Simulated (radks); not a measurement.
Isoelectronic series with 19 electrons, all held in the configuration [Ar] 4s1, which need not be the ground one along the series. Method: Dirac Kohn-Sham, PBE, spin-unpolarised, spherical densities, finite nucleus; Fermi nuclear charge, rms radius of each element as measured or else 0.836 A^(1/3) + 0.57 fm; computed with a radial shooting solver on a logarithmic mesh with Libxc functionals. Total energies (hartree) and orbital eigenvalues (eV):

ion    E (hartree)      4s1/2      3p3/2
K       -602.08908    -2.3190   -18.7229
Sc2+    -763.21626   -17.9942   -54.5269
V4+     -944.78385   -42.1415  -104.1784
Mn6+   -1146.83503   -73.8486  -166.6871
Co8+   -1369.46190  -112.8537  -241.7499
Cu10+  -1612.78274  -159.0527  -329.2304
Ga12+  -1876.93586  -212.4059  -429.0612
As14+  -2162.07734  -272.9075  -541.2103
Br16+  -2468.38009  -340.5716  -665.6666
